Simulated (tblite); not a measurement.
Species: C6H6N (doublet state).
SMILES with atom numbers: `[H]/[C:1]=[CH:2]\[C:3]1([C:4]#[N:5])[CH2:6][CH2:7]1` (hydrogens: H8 on C1; H9 on C2; H10, H11 on C6; H12, H13 on C7)

The geometry is computed with GFN2-xTB (gas phase). This method treats the open shell by occupation alone, without spin polarisation.

**Question.** What internal coordinates does the optimisation give?

**Answer.** 
```csv
bond,length (Å)
C1=C2,1.289
C2–C3,1.515
C3–C4,1.420
C4≡N5,1.146
"C3–C6, C3–C7",1.516
C6–C7,1.488
C1–H8,1.063
C2–H9,1.085
"C6–H10, C7–H12",1.080
"C6–H11, C7–H13",1.080
```

Bonds in one row agree within 0.01 Å and their mean is given. A selection of angles:
```csv
angle,degrees
C2–C1–H8,141.9
C1–C2–C3,126.3
C1–C2–H9,120.8
C3–C2–H9,112.9
C2–C3–C4,113.7
C2–C3–C6,119.6
C4–C3–C6,117.4
C6–C3–C7,58.8
C3–C4–N5,178.8
C3–C6–C7,60.6
C3–C6–H10,117.6
C3–C6–H11,116.4
C7–C6–H10,118.6
C7–C6–H11,118.9
H10–C6–H11,114.3
```

Torsions: C1–C2–C3–C4 180° (antiperiplanar); C2–C3–C6–C7 109° (anticlinal); C2–C3–C7–C6 -109° (anticlinal).

The 3-membered ring C3–C6–C7 has internal angles of 58.8° to 60.6°. The C–C distances run from 1.289 Å (C1=C2, drawn double) to 1.516 Å (C3–C7, drawn single), a spread of 0.227 Å. C2 (carbon bonded to 2 C and H) is planar (angles 126.3°, 120.8° and 112.9°, sum 360.0°, 0.00 Å off the plane of its three neighbours). Of the pairs four or more bonds apart, C1···H13 is among the closest relative to their van der Waals radii: 2.84 Å, 98 % of the sum of Bondi's values.

Point group: Cs (tolerance 0.08 Å). Its GFN2-xTB frequencies are all real (lowest 60 cm⁻¹).

One conformer stands for the species.
